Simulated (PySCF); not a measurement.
Dipole response of C⁺ (carbon, charge +1)

[He] 2s2 2p1, 2P determinant. Computed with PySCF 2.14 in dyall-av3z (15s9p3d2f, 71 functions), with no relativity, point nucleus. Coupled (time-dependent) response in atomic units; α is the mean over directions.

```csv
method,mean α (bohr³),"α xx, yy, zz",C₆ (like pair),S(−4)
UHF,6.304,"6.381, 6.151, 6.381",14.95,40.61
PBE,6.091,"6.129, 6.016, 6.129",14.63,28.48
PBE0,6.073,"6.129, 5.962, 6.129",14.53,28.93
B97-3,5.990,"6.069, 5.832, 6.069",14.26,27.34
PW91,6.099,"6.138, 6.020, 6.138",14.62,28.88
```

S(−4) is the Cauchy moment in α(ω) = α(0) + S(−4) ω² + …

α(iu) at B97-3:

| u (hartree) | α(iu) (bohr³) |
| --- | --- |
| 0 | 5.990 |
| 0.0500 | 5.923 |
| 0.100 | 5.733 |
| 0.200 | 5.107 |
| 0.300 | 4.369 |
| 0.500 | 3.094 |
| 0.750 | 2.067 |
| 1.00 | 1.457 |
| 1.50 | 0.8272 |
| 2.00 | 0.5309 |
| 3.00 | 0.2730 |
| 5.00 | 0.1138 |

A single London oscillator, α(iu) = α/(1 + u²/ω²), gives C₆ = (3/4) ω α². Matching the computed C₆ needs ω = 4 × 14.26 / (3 × 5.990²) = 0.530 hartree.

For an ion, C₆ is the dispersion term alone; charge-induced terms of lower order in 1/R come first.

The components differ because the open shell of this determinant is not spherical; for a pure term their mean is the scalar polarisability.
